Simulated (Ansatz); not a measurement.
Computed with Ansatz.

A structure relaxed at PBE0-D4/def2-TZVP, charge 0, multiplicity 1:

```json
{"atom": "C1", "x (Å)": "2.129", "y (Å)": "0.117", "z (Å)": "0.268"}
{"atom": "Sn2", "x (Å)": "0.110", "y (Å)": "0.852", "z (Å)": "0.238"}
{"atom": "Al3", "x (Å)": "-2.205", "y (Å)": "-0.075", "z (Å)": "1.093"}
{"atom": "Si4", "x (Å)": "-1.485", "y (Å)": "-0.830", "z (Å)": "-1.049"}
{"atom": "H5", "x (Å)": "2.619", "y (Å)": "0.375", "z (Å)": "-0.671"}
{"atom": "H6", "x (Å)": "2.672", "y (Å)": "0.570", "z (Å)": "1.097"}
{"atom": "H7", "x (Å)": "2.115", "y (Å)": "-0.965", "z (Å)": "0.388"}
{"atom": "H8", "x (Å)": "0.162", "y (Å)": "2.529", "z (Å)": "-0.143"}
{"atom": "H9", "x (Å)": "-3.444", "y (Å)": "0.396", "z (Å)": "1.969"}
{"atom": "H10", "x (Å)": "-0.600", "y (Å)": "-2.007", "z (Å)": "-0.775"}
{"atom": "H11", "x (Å)": "-2.073", "y (Å)": "-0.964", "z (Å)": "-2.414"}
```

Problem. Give its formula and SMILES.

Solution. CH7AlSiSn, `[CH3][SnH]1[AlH][SiH2]1`.

Problem. Summarise the bond lengths by kind.

Solution. 1 × C–Sn 2.148 Å; 3 × C–H 1.089 to 1.090 Å; 1 × Al–Sn 2.636 Å; 1 × Si–Sn 2.651 Å; 1 × H–Sn 1.721 Å; 1 × Al–Si 2.382 Å; 1 × Al–H 1.589 Å; 2 × H–Si 1.493 to 1.498 Å.
